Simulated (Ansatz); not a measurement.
Relaxation of CH5OSSi (9 atoms, charge 1, multiplicity 1), to a largest force component of 0.015 eV/Å in at most 40 steps.

Computed with RKS B3LYP-D4/def2-SVP in Ansatz 0.2.0.

```xyz
9
Properties=species:S:1:pos:R:3:forces:R:3
Si 0.877 0.093 -0.933 -0.61 -0.33 0.57
C -0.853 -0.043 -0.009 0.72 0.54 -1.35
O -1.096 0.930 0.987 -0.43 2.23 -0.57
S -0.999 -0.509 1.686 0.37 -2.11 1.89
H 1.135 -1.293 -1.304 0.24 -0.36 -0.30
H 1.732 0.577 0.154 0.32 0.16 0.20
H 0.605 1.039 -2.003 0.00 0.31 -0.42
H -1.750 -0.284 -0.581 -0.39 -0.29 -0.06
H 0.349 -0.511 2.004 -0.23 -0.14 0.04
```

Where does it end, and by what steps?

The forces met the threshold. Limits of this set-up: the dipole of an ion depends on the origin. After 8 steps the energy has fallen by 0.196 eV; H5 moved furthest, 0.17 Å.

```
step  energy less start (eV)  largest force component (eV/Å)  accepted
   0                  0.0000                           2.226       yes
   1                 -0.1145                           1.474       yes
   2                 -0.1752                           0.471       yes
   3                 -0.1627                           0.564        no
   4                 -0.1931                           0.135       yes
   5                 -0.1945                           0.085       yes
   6                 -0.1955                           0.038       yes
   7                 -0.1960                           0.016       yes
   8                 -0.1960                           0.007       yes
```

```xyz
9
Properties=species:S:1:pos:R:3
Si 0.868 0.076 -0.928
C -0.859 -0.017 -0.029
O -1.179 0.955 0.931
S -0.996 -0.510 1.759
H 1.106 -1.279 -1.475
H 1.811 0.458 0.154
H 0.664 1.129 -1.950
H -1.746 -0.418 -0.550
H 0.330 -0.395 2.089
```

Run time: 40 s on 1 thread of Arm Neoverse V1 (shared host), peak memory 0.17 GiB.
